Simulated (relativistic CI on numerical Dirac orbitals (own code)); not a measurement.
**Cu²⁺ in a cubic cluster: 1s photoemission with charge transfer**

Computed with a charge-transfer multiplet model of a cubic metal-ligand cluster with up to one ligand hole, Slater and spin-orbit integrals from Dirac-Coulomb-Breit ions, Slater integrals scaled by 0.7. The ground state mixes d9 with configurations of k ligand holes L, whose averages lie at kΔ + k(k − 1)U_dd/2; a core hole lowers each added d electron by U_cd. 300 K, Lorentzian 1.1 eV and Gaussian 0.6 eV FWHM.

Atomic integrals in eV (Slater integrals scaled, ζ unscaled), ground: F2dd 9.683, F4dd 6.042, zeta_d 0.099; with the core hole: F2dd 9.683, F4dd 6.042, zeta_d 0.136, G2cd 0.061.

Cluster parameters (eV): U_dd = 6.6, U_cd = 8.4, 10Dq = 1.45, 10Dq(ligand) = 0.9, V(eg) = 2.05, V(t2g) = -0.88, final-state hopping factor = 1.

```csv
Case,n_d,d9,d10L,S
Δ = 2.3 eV,9.23,0.77,0.23,0.50
Δ = 3.3 eV,9.17,0.83,0.17,0.50
Δ = 5.3 eV,9.10,0.90,0.10,0.50
Δ = 6.3 eV,9.07,0.93,0.07,0.50
Δ = 7.3 eV,9.06,0.94,0.06,0.50
```

Weights, n_d and S are thermal averages at 300 K. Binding energies count from the first peak over 30 % of the highest in each spectrum, which can be another peak from case to case. The parameters are a model scan and need not match a compound or its usual spin state. Peaks in eV (height, largest 100):
- Δ = 2.3 eV: 0.0 (100), 7.1 (90)
- Δ = 3.3 eV: 0.0 (98), 6.3 (100)
- Δ = 5.3 eV: 0.0 (100), 4.9 (93)
- Δ = 6.3 eV: 0.0 (100), 4.5 (74)
- Δ = 7.3 eV: 0.0 (100), 4.1 (54)

Curve for Δ = 6.3 eV (points under 2 left out, the grid thinned):

E (eV), Intensity and a bar:
```
     -3.0        4.3 
     -2.8        4.8 #
     -2.5        6.0 #
     -2.3        6.9 #
     -2.0        9.0 ##
     -1.8       10.9 ###
     -1.5       15.1 ####
     -1.3       19.5 #####
     -1.0       30.0 ########
     -0.8       41.3 ############
     -0.5       66.2 ####################
     -0.3       84.9 #########################
      0.0      100.0 ##############################
      0.2       94.1 ############################
      0.5       68.7 ####################
      0.7       51.1 ###############
      1.0       32.3 #########
      1.2       24.6 #######
      1.5       17.8 #####
      1.7       15.1 ####
      2.0       12.8 ###
      2.2       12.1 ###
      2.4       12.0 ###
      2.7       12.8 ###
      2.9       14.3 ####
      3.2       18.4 #####
      3.4       23.2 ######
      3.7       35.4 ##########
      3.9       47.4 ##############
      4.2       66.9 ####################
      4.4       73.9 ######################
      4.7       67.1 ####################
      4.9       54.5 ################
      5.2       35.5 ##########
      5.4       26.0 #######
      5.7       16.8 ####
      5.9       13.0 ###
      6.2        9.3 ##
      6.4        7.6 ##
      6.7        5.9 #
      6.9        5.0 #
      7.2        4.1 
      7.4        3.6 
      7.7        3.0 
      7.9        2.7
```

For the case Δ = 5.3 eV, Δ = 5.3 eV is smaller than U_dd = 6.6 eV, the charge-transfer side of the Zaanen-Sawatzky-Allen scheme. With the core hole the configuration with one ligand hole lies at Δ − U_cd = -6.1, -5.1, -3.1, -2.1, -1.1 eV from the one without, in the order of the table; where this is negative the screened configuration lies lower, though the effective hopping of about 1.9 eV (from the holes of the mixed ground state) mixes the two strongly wherever it is as large as the gap.
